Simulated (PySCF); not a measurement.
# Relaxation of doublet IrH₅⁻

Level of theory: PySCF, UPBE0, basis Ir def2-TZVPD with ECP60, H def2-TZVPD (scalar-relativistic core potentials, no spin–orbit coupling, density fitting). A (50,194) grid was used.

A start displaced from a saddle point along its imaginary mode, of Cs symmetry, held to at least that symmetry:

```xyz
6
charge -1 multiplicity 2, angstrom
Ir    0.0016    0.0000   -0.0027
H    -0.0961    0.0006    1.5352
H     1.6940   -0.0108   -0.0049
H    -0.1101    1.5519   -0.5107
H    -1.6687    0.0106    0.0104
H    -0.1299   -1.5504   -0.5107
```

Question: What does it relax to?

Answer: It ends at Cs with Ir–H 1.608 Å (×2), Ir–H 1.642 Å (×2), Ir–H 1.763 Å; H–Ir–H 52.3°, H–Ir–H 79.8° (×2), H–Ir–H 92.4° (×2), H–Ir–H 99.1° (×2), H–Ir–H 135.2°, H–Ir–H 149.3°, H–Ir–H 158.5° (after a last refinement on a finer grid). The frequency run here used a shortcut that can spoil soft modes, so no verdict on minimum or saddle point is given.

Question: How much energy is released, and in how many steps?

Answer: 34.4 kJ/mol in 10 steps.

Other spin states or occupations of the open shell can lie lower. No spin–orbit coupling is included, which matters more the heavier the element.

The relaxation took about 90 core-seconds on a shared host.
